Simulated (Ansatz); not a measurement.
System: sum formula H₂BO₂, charge 1, multiplicity 1. 
Geometry from a B3LYP-D3(BJ)/def2-TZVP (Ansatz, a first-principles code) optimisation:
```
B
O 1 1.2570
O 1 1.2570 2 172.98
H 2 0.9699 1 134.72 3 -134.07
H 3 0.9699 1 134.72 2 -134.07
```
Charge +1, spin multiplicity 1.

Basis-set convergence of Hartree-Fock and CCSD correlation energies (hartree) with Ansatz. Cores are frozen in the correlated levels unless marked. Spin-orbit coupling is left out. No relativistic terms.

```
basis        functions       E(HF)  E(corr, CCSD)
-----------  ---------  ----------  -------------
aug-cc-pVDZ         87  -175.40770       -0.46285
aug-cc-pVTZ        184           …              …
```

**Question.** Some entries are withheld; supply them.

**Answer.** 
- aug-cc-pVTZ, E(HF): -175.46051
- aug-cc-pVTZ, E(corr, CCSD): -0.55825
